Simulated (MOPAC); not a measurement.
MOPAC input (PM7):

```
PM7 1SCF UHF MS=0.5 GEO-OK AUX(PRECISION=9) THREADS=1
KO

K    -0.00000000 1   -0.00000000 1   -0.65261700 1
O     0.00000000 1    0.00000000 1    1.54996600 1
```

From the output:

```
                                                       MOPAC v23.2.5 Linux

          FINAL HEAT OF FORMATION =         22.55428 KCAL/MOL =      94.36712 KJ/MOL

          COSMO AREA              =        133.33 SQUARE ANGSTROMS
          COSMO VOLUME            =        143.28 CUBIC ANGSTROMS

          IONIZATION POTENTIAL    =          8.378506 EV
          ALPHA SOMO LUMO (EV)    =         -9.442  0.606
          BETA  SOMO LUMO (EV)    =         -8.379  0.564
          NO. OF ALPHA ELECTRONS  =          4
          NO. OF BETA  ELECTRONS  =          3
          MOLECULAR WEIGHT        =         55.0977         POINT GROUP:  C*v

          MOLECULAR DIMENSIONS (Angstroms)

            Atom       Atom       Distance
            O     2    K     1     2.20258
            O     2    K     1     0.00000
            K     1    O     2     0.00000

          SCF CALCULATIONS        =          1

   ATOM   CHEMICAL          X               Y               Z
  NUMBER   SYMBOL      (ANGSTROMS)     (ANGSTROMS)     (ANGSTROMS)

     1       K         -0.00000000  *  -0.00000000  *  -0.65261700  *
     2       O          0.00000000  *   0.00000000  *   1.54996600  *

                             CARTESIAN COORDINATES

   1    K       -0.000000000    -0.000000000    -0.652617000
   2    O        0.000000000     0.000000000     1.549966000

           Empirical Formula: O K  =     2 atoms

      MOLECULAR POINT GROUP   :   C*v

          ALPHA EIGENVALUES
 -24.60916 -11.29387 -10.00633  -9.44215   0.60552   2.24189   2.25673   3.15193

           BETA EIGENVALUES
 -19.48934  -8.94258  -8.37851   0.56375   0.73347   2.30418   2.67584   3.48986

              NET ATOMIC CHARGES AND DIPOLE CONTRIBUTIONS

  ATOM NO.   TYPE          CHARGE      No. of ELECS.   s-Pop       p-Pop
    1          K           0.691921        0.3081     0.00038     0.30770
    2          O          -0.691921        6.6919     1.95539     4.73653
 DIPOLE           X         Y         Z       TOTAL
 POINT-CHG.     0.000     0.000    -7.320     7.320
 HYBRID         0.000    -0.000    -0.104     0.104
 SUM            0.000    -0.000    -7.424     7.424

          ATOMIC ORBITAL ELECTRON POPULATIONS

     Atom    s        px        py        pz
    1  K   0.00038   0.04938   0.01155   0.24678
    2  O   1.95539   1.95062   0.98845   1.79745

                    (SZ)    =    0.500000
                    (S**2)  =    0.754974

          ATOMIC ORBITAL SPIN POPULATIONS

    Atom   Total    s     px     py     pz
         Atomic
    1  K -0.0380 -0.000 -0.009  0.012 -0.040
    2  O  1.0380  0.012  0.009  0.988  0.028

 **********************
 *                    *
 * JOB ENDED NORMALLY *
 *                    *
 **********************

 == MOPAC DONE ==
```

The geometry given is a B3LYP-D3(BJ)/def2-TZVP minimum.
